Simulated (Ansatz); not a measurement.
Reaction (ligand exchange at the Se–Si bond): `O[SiH]([SiH3])[SeH]` + PH₃ → `P[SeH]` + `O[SiH2][SiH3]`

Program: Ansatz. Geometries: PBE0-D4/def2-TZVP. ΔE: electronic, gas phase. CCSD(T)/CBS is the MP2 limit (def2-TZVPP, def2-QZVPP) plus CCSD(T) − MP2 in def2-TZVPP, frozen cores. This one scheme is used for every species. For Se outer-core shells are correlated without core-valence functions, which leaves a few kJ/mol of doubt a bond. Scalar relativity is left out up to krypton. Each species was taken in one conformer, which may not be the lowest.

`O[SiH]([SiH3])[SeH]`:

Z-matrix (Å, degrees):
```
Si
Si 1 2.341
Se 1 2.287 2 106.7
O 1 1.648 2 113.1 3 -125.6
H 1 1.482 2 113.4 3 115.2
H 2 1.491 1 108.4 3 55.8
H 2 1.486 1 109.8 3 -62.9
H 2 1.488 1 112.0 3 175.5
H 3 1.469 1 93.3 2 -34.2
H 4 0.959 1 117.6 2 71.5
```

PH₃:

Z-matrix (Å, degrees):
```
P
H 1 1.420
H 1 1.420 2 93.1
H 1 1.420 2 93.1 3 93.3
```

`P[SeH]`:

```xyz
5

P    -0.321   -0.533    0.591
Se    0.419    1.052   -0.844
H     0.917   -1.209    0.743
H    -0.783   -1.445   -0.393
H    -0.232    2.136   -0.097
```

`O[SiH2][SiH3]`:

Cartesian coordinates in Å:
```
O -0.882 -0.604 1.774
Si -0.549 -0.849 0.173
Si 0.596 0.960 -0.790
H -0.142 -0.451 2.363
H 0.264 -2.084 -0.029
H -1.868 -1.040 -0.481
H 0.915 0.661 -2.214
H 1.877 1.200 -0.065
H -0.211 2.208 -0.731
```

```
         level  ΔE (kJ/mol)
 HF/def2-QZVPP         51.2
CCSD/CBS(def2)         60.9
```

Question: What does CCSD(T)/CBS give? (Estimate.)

Answer: Computed: +62.3 kJ/mol. The listed levels differ from it by -11.1, -1.4 kJ/mol.

Largest T1 diagnostic among the species: 0.013.

In def2-TZVPP, CCSD(T) changes the Hartree–Fock value by +10.1 kJ/mol (the triples alone add +1.4 kJ/mol) and MP2 by +12.5 kJ/mol. The D4 term adds +5.9 kJ/mol with B3LYP and +3.5 kJ/mol with PBE0; it sums over pairs of atoms, weighted by their polarisabilities, and B3LYP, whose exchange is more repulsive, gets the larger term.

B3LYP here is the variant with VWN-RPA as its local correlation; programs differ in this.
